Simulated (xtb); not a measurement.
C6H8 (SMILES C1=CCCC=C1), singlet, from a rough starting geometry; GFN2-xTB in xtb.

xtb was given this input:
```
$ xtb mol.xyz --gfn 2 --opt vtight --json

# file mol.xyz
14

C      0.44775236    -1.33153399     0.38501862
C      1.49072113    -0.51557075     0.03327578
C      1.22654063     0.91842182    -0.20726178
C     -0.00468056     1.38893636    -0.41814246
C     -1.16630990     0.43550896    -0.37917185
C     -0.94461656    -0.77544518     0.53679936
H      0.63746677    -2.35970633     0.57115199
H      2.45422756    -0.88604063    -0.06311256
H      2.13116135     1.50963503    -0.24126002
H     -0.16070641     2.35934765    -0.61935562
H     -1.33769834     0.08468554    -1.34657339
H     -2.13953348     0.99021807    -0.08370009
H     -1.71155456    -1.55673715     0.35927392
H     -0.99768056    -0.44803976     1.59720660
```

It wrote (shortened):

```
   ID    Z sym.   atoms
    1    6 C      1-6
    2    1 H      7-14

           -------------------------------------------------
          |                Calculation Setup                |
           -------------------------------------------------

           -------------------------------------------------
          |                 G F N 2 - x T B                 |
           -------------------------------------------------

          ...................................................
          :                      SETUP                      :
          :.................................................:
          :  # basis functions                  32          :
          :  # atomic orbitals                  32          :
          :  # shells                           20          :
          :  # electrons                        32          :
          :  max. iterations                   250          :
          :  Hamiltonian                  GFN2-xTB          :
          :  restarted?                      false          :
          :  GBSA solvation                  false          :
          :  PC potential                    false          :
          :  electronic temp.          300.0000000     K    :
          :  accuracy                    1.0000000          :
          :  -> integral cutoff          0.2500000E+02      :
          :  -> integral neglect         0.1000000E-07      :
          :  -> SCF convergence          0.1000000E-05 Eh   :
          :  -> wf. convergence          0.1000000E-03 e    :
          :  Broyden damping             0.4000000          :
          :  net charge                          0          :
          :  unpaired electrons                  0          :
          ...................................................

 iter      E             dE          RMSdq      gap      omega  full diag
   1    -17.1507880 -0.171508E+02  0.396E+00    3.36       0.0  T
   2    -17.1725004 -0.217125E-01  0.235E+00    3.31       1.0  T
   3    -17.1671252  0.537519E-02  0.998E-01    3.30       1.0  T
   4    -17.1715760 -0.445074E-02  0.509E-01    3.27       1.0  T
   5    -17.1743393 -0.276336E-02  0.890E-02    3.28       1.0  T
   6    -17.1743810 -0.416972E-04  0.522E-02    3.28       1.0  T
   7    -17.1743990 -0.179943E-04  0.229E-02    3.28       1.2  T
   8    -17.1743998 -0.803673E-06  0.146E-03    3.28      18.3  T
   9    -17.1743998 -0.312187E-08  0.675E-04    3.28      39.6  T
  10    -17.1743998 -0.118487E-08  0.205E-04    3.28     130.1  T

   *** convergence criteria satisfied after 10 iterations ***

         :::::::::::::::::::::::::::::::::::::::::::::::::::::
         ::                     SUMMARY                     ::
         :::::::::::::::::::::::::::::::::::::::::::::::::::::
         :: total energy             -16.865953542679 Eh    ::
         :: gradient norm              0.148080687115 Eh/a0 ::
         :: HOMO-LUMO gap              3.279529811587 eV    ::
         ::.................................................::
         :: SCC energy               -17.174386727035 Eh    ::
         :: -> isotropic ES            0.002013767693 Eh    ::
         :: -> anisotropic ES          0.003695890298 Eh    ::
         :: -> anisotropic XC          0.011911205221 Eh    ::
         :: -> dispersion             -0.008962378059 Eh    ::
         :: repulsion energy           0.308433184356 Eh    ::
         :: add. restraining           0.000000000000 Eh    ::
         :: total charge               0.000000000000 e     ::
         :::::::::::::::::::::::::::::::::::::::::::::::::::::

      -----------------------------------------------------------
     |                   =====================                   |
     |                        A N C O P T                        |
     |                   =====================                   |
     |               Approximate Normal Coordinate               |
     |                Rational Function Optimizer                |
      -----------------------------------------------------------
      -----------------------------------------------------------
     |                   =====================                   |
     |                        A N C O P T                        |
     |                   =====================                   |
     |               Approximate Normal Coordinate               |
     |                Rational Function Optimizer                |
      -----------------------------------------------------------

          ...................................................
          :                      SETUP                      :
          :.................................................:
          :   optimization level         verytight          :
          :   max. optcycles                   280          :
          :   ANC micro-cycles                  20          :
          :   degrees of freedom                36          :
          :.................................................:
          :   RF solver                   davidson          :
          :   write xtbopt.log                true          :
          :   linear?                        false          :
          :   energy convergence         0.1000000E-06 Eh   :
          :   grad. convergence          0.2000000E-03 Eh/α :
          :   maxmium RF displ.          1.0000000          :
          :   Hlow (freq-cutoff)         0.1000000E-01      :
          :   Hmax (freq-cutoff)         5.0000000          :
          :   S6 in model hess.         20.0000000          :
          ...................................................

generating ANC from exact Hessian ...
Using Lindh-Hessian (1995)
 Shifting diagonal of input Hessian by    0.0000000000000000
 Lowest  eigenvalues of input Hessian
    0.000000    0.000000    0.000000    0.000000    0.000000    0.000000
    0.010545    0.011987    0.019552    0.024556    0.041000    0.043640
[...]
 * total energy  :   -16.8659535 Eh     change       -0.1915552E-09 Eh
 * total energy  :   -16.8784362 Eh     change       -0.1248261E-01 Eh
 * total energy  :   -16.8796316 Eh     change       -0.1195477E-02 Eh
 * total energy  :   -16.8796838 Eh     change       -0.5212595E-04 Eh
 * total energy  :   -16.8796900 Eh     change       -0.6213141E-05 Eh
 * total energy  :   -16.8796914 Eh     change       -0.1420900E-05 Eh
 * total energy  :   -16.8796916 Eh     change       -0.1921534E-06 Eh
 * total energy  :   -16.8796917 Eh     change       -0.1347552E-06 Eh
 * total energy  :   -16.8796918 Eh     change       -0.3822549E-07 Eh
   *** GEOMETRY OPTIMIZATION CONVERGED AFTER 9 ITERATIONS ***
         :: total energy             -16.879691756158 Eh    ::
[...]
         :: add. restraining           0.000000000000 Eh    ::
         :: total charge               0.000000000000 e     ::
         :::::::::::::::::::::::::::::::::::::::::::::::::::::

           -------------------------------------------------
          |                Property Printout                |
           -------------------------------------------------

    * Orbital Energies and Occupations

         #    Occupation            Energy/Eh            Energy/eV
      -------------------------------------------------------------
         1        2.0000           -0.6335962             -17.2410
       ...           ...                  ...                  ...
         4        2.0000           -0.5723121             -15.5734
         5        2.0000           -0.5606488             -15.2560
         6        2.0000           -0.5249541             -14.2847
         7        2.0000           -0.5180633             -14.0972
         8        2.0000           -0.4931399             -13.4190
         9        2.0000           -0.4827926             -13.1375
        10        2.0000           -0.4724744             -12.8567
        11        2.0000           -0.4655768             -12.6690
        12        2.0000           -0.4564071             -12.4195
        13        2.0000           -0.4313933             -11.7388
        14        2.0000           -0.4208641             -11.4523
        15        2.0000           -0.4116040             -11.2003
        16        2.0000           -0.3641223              -9.9083 (HOMO)
        17                         -0.2376892              -6.4679 (LUMO)
        18                         -0.1361927              -3.7060
        19                          0.1013837               2.7588
        20                          0.1044089               2.8411
        21                          0.1249153               3.3991
        22                          0.1252884               3.4093
        23                          0.1455492               3.9606
        24                          0.1694653               4.6114
        25                          0.1872623               5.0957
        26                          0.2409724               6.5572
        27                          0.2644017               7.1947
       ...                                ...                  ...
        32                          0.6890883              18.7510
      -------------------------------------------------------------
                  HL-Gap            0.1264331 Eh            3.4404 eV
             Fermi-level           -0.3009058 Eh           -8.1881 eV

     #   Z          covCN         q      C6AA      α(0)
     1   6 C        2.901    -0.034    28.852     8.807
     2   6 C        2.906    -0.037    28.924     8.819
     3   6 C        2.906    -0.037    28.924     8.819
     4   6 C        2.901    -0.034    28.852     8.807
     5   6 C        3.810    -0.052    21.505     6.601
     6   6 C        3.810    -0.052    21.505     6.601
     7   1 H        0.926     0.025     2.662     2.551
     8   1 H        0.926     0.025     2.652     2.547
     9   1 H        0.926     0.025     2.652     2.546
    10   1 H        0.926     0.025     2.662     2.551
    11   1 H        0.924     0.039     2.464     2.455
    12   1 H        0.924     0.035     2.521     2.483
    13   1 H        0.924     0.035     2.521     2.483
    14   1 H        0.924     0.039     2.464     2.455

 Mol. C6AA /au·bohr⁶  :       1897.327742
 Mol. C8AA /au·bohr⁸  :      44047.591059
 Mol. α(0) /au        :         68.524806

Wiberg/Mayer (AO) data.
largest (>0.10) Wiberg bond orders for each atom

 ---------------------------------------------------------------------------
     #   Z sym  total        # sym  WBO       # sym  WBO       # sym  WBO
 ---------------------------------------------------------------------------
     1   6 C    3.991 --     2 C    1.849     6 C    1.023     7 H    0.970
                             4 C    0.118
     2   6 C    3.992 --     1 C    1.849     3 C    1.107     8 H    0.968
     3   6 C    3.992 --     4 C    1.849     2 C    1.107     9 H    0.968
     4   6 C    3.991 --     3 C    1.849     5 C    1.023    10 H    0.970
                             1 C    0.118
     5   6 C    3.999 --     4 C    1.023     6 C    1.004    12 H    0.973
                            11 H    0.956
     6   6 C    3.999 --     1 C    1.023     5 C    1.004    13 H    0.973
                            14 H    0.956
     7   1 H    0.999 --     1 C    0.970
     8   1 H    0.999 --     2 C    0.968
     9   1 H    0.999 --     3 C    0.968
    10   1 H    0.999 --     4 C    0.970
    11   1 H    0.998 --     5 C    0.956
    12   1 H    0.999 --     5 C    0.973
    13   1 H    0.999 --     6 C    0.973
    14   1 H    0.998 --     6 C    0.956
 ---------------------------------------------------------------------------

Topologies differ in total number of bonds
Writing topology from bond orders to xtbtopo.mol

molecular dipole:
                 x           y           z       tot (Debye)
 q only:       -0.192      -0.028       0.014
   full:       -0.216      -0.032       0.016       0.558
molecular quadrupole (traceless):
                xx          xy          yy          xz          yz          zz
 q only:        0.542       0.057       0.044      -0.043      -0.320      -0.586
  q+dip:        1.862       0.110       0.887      -0.266      -0.608      -2.749
   full:        0.948       0.071       0.352      -0.123      -0.361      -1.300

optimized geometry written to: xtbopt.xyz

           -------------------------------------------------
          | TOTAL ENERGY              -16.879691756158 Eh   |
          | GRADIENT NORM               0.000055498779 Eh/α |
          | HOMO-LUMO GAP               3.440420332581 eV   |
           -------------------------------------------------

normal termination of xtb
```
